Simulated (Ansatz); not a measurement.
Computed with Ansatz on PBE0-D4/def2-TZVP structures; ΔE is electronic, products minus reactants. CCSD(T)/CBS is the MP2 limit (def2-TZVPP, def2-QZVPP) plus CCSD(T) − MP2 in def2-TZVPP, frozen cores. DFT in def2-TZVPP. B3LYP here is the variant with VWN-RPA as its local correlation; programs differ in this. HSE06 is defined as in plane-wave codes. Elements past krypton have def2 core potentials. For Br, Sn outer-core shells are correlated without core-valence functions, which leaves a few kJ/mol of doubt a bond. Scalar relativity is left out up to krypton. One conformer a species, not always the lowest.

Reaction (substitution at a C–S bond): `CSB(C)O` + `[OH][SnH2][Br]` → `C[O][SnH2][Br]` + `CB(O)S`

`CSB(C)O`:

Cartesian coordinates in Å:
```
C 0.141 1.068 1.576
S -1.332 0.466 0.722
B -0.668 -0.473 -0.686
C 0.862 -0.642 -0.969
O -1.560 -1.058 -1.533
H 0.761 0.240 1.917
H -0.202 1.633 2.442
H 0.724 1.726 0.933
H 1.358 0.326 -1.093
H 1.031 -1.231 -1.872
H 1.369 -1.140 -0.136
H -2.482 -0.917 -1.301
```

`[OH][SnH2][Br]`:

```xyz
6

O    -1.336   -0.301    0.739
Sn    0.265   -0.203   -0.375
Br    1.032    2.155   -0.346
H    -1.220    0.084    1.612
H     1.522   -1.129    0.303
H    -0.263   -0.607   -1.933
```

`C[O][SnH2][Br]`:

```xyz
9

C    -1.401   -0.465   -0.016
O    -0.449    0.141   -0.859
Sn    1.392    0.371   -0.255
Br    1.291    1.723    1.821
H    -1.568    0.113    0.901
H    -2.347   -0.517   -0.561
H    -1.118   -1.487    0.268
H     2.156    1.262   -1.476
H     2.043   -1.142    0.177
```

`CB(O)S`:

Z-matrix (Å, degrees):
```
C
B 1 1.565
H 1 1.094 2 110.8
H 1 1.094 2 111.3 3 118.3
H 1 1.091 2 111.4 3 -120.6
O 2 1.359 1 119.2 3 118.3
S 2 1.829 1 122.6 3 -61.5
H 6 0.961 2 115.1 1 -179.8
H 7 1.341 2 96.8 1 -0.2
```

```tsv
level	ΔE (kJ/mol)	difference from CCSD(T)/CBS
LDA (SPW92)	45.0	-0.7
PBE-D4	46.2	0.5
revPBE-D4	47.6	1.9
BLYP-D4	41.1	-4.6
r2SCAN-D4	45.6	-0.1
B97M-V	43.3	-2.4
PBE0-D4	46.5	0.8
B3LYP-D4	41.3	-4.4
r2SCANh-D4	45.9	0.2
r2SCAN0-D4	46.4	0.7
BHLYP-D4	40.0	-5.7
CAM-B3LYP-D4	39.9	-5.8
ωB97X-V	42.3	-3.4
ωB97M-V	45.0	-0.7
B2PLYP	42.9	-2.8
PBE-QIDH	47.2	1.5
revPBE	44.7	-1.0
r2SCAN	45.4	-0.3
PBE0	46.0	0.3
r2SCANh	45.8	0.1
r2SCAN0	46.2	0.5
HSE06	46.0	0.3
BHLYP	39.8	-5.9
CAM-B3LYP	39.5	-6.2
LC-ωPBE	45.2	-0.5
RPA@PBE/def2-TZVPP	37.0	-8.7
HF/def2-SVP	17.4	-28.3
MP2/def2-SVP	30.8	-14.9
CCSD/def2-SVP	23.2	-22.5
CCSD(T)/def2-SVP	23.9	-21.8
HF/def2-TZVPP	34.2	-11.5
MP2/def2-TZVPP	48.7	3.0
SCS-MP2/def2-TZVPP	43.9	-1.8
CCSD/def2-TZVPP	41.0	-4.7
CCSD(T)/def2-TZVPP	42.4	-3.3
HF/def2-QZVPP	34.1	-11.6
SCS-MP2/def2-QZVPP	46.0	0.3
HF/CBS(def2)	34.1	-11.6
MP2/CBS(def2)	52.0	6.3
CCSD/CBS(def2)	44.3	-1.4
CCSD(T)/CBS	45.7	0
```

Task: What do rigid-rotor, harmonic-oscillator terms from PBE0-D4/def2-TZVP frequencies (298.15 K, 1 bar) make of the CCSD(T)/CBS value? (Estimate.)

Result: Computed: ΔZPE = -3.1 kJ/mol, ΔH = +42.4 kJ/mol, ΔS = 3 J/(mol·K), ΔG = +41.4 kJ/mol.

Largest T1 diagnostic among the species: 0.012.

Leaving LDA and LC-ωPBE aside and taking each functional with its dispersion term where it has one, the values spread over 7.7 kJ/mol, from CAM-B3LYP-D4 to revPBE-D4. In def2-TZVPP, CCSD(T) changes the Hartree–Fock value by +8.3 kJ/mol (the triples alone add +1.4 kJ/mol) and MP2 by +14.6 kJ/mol.
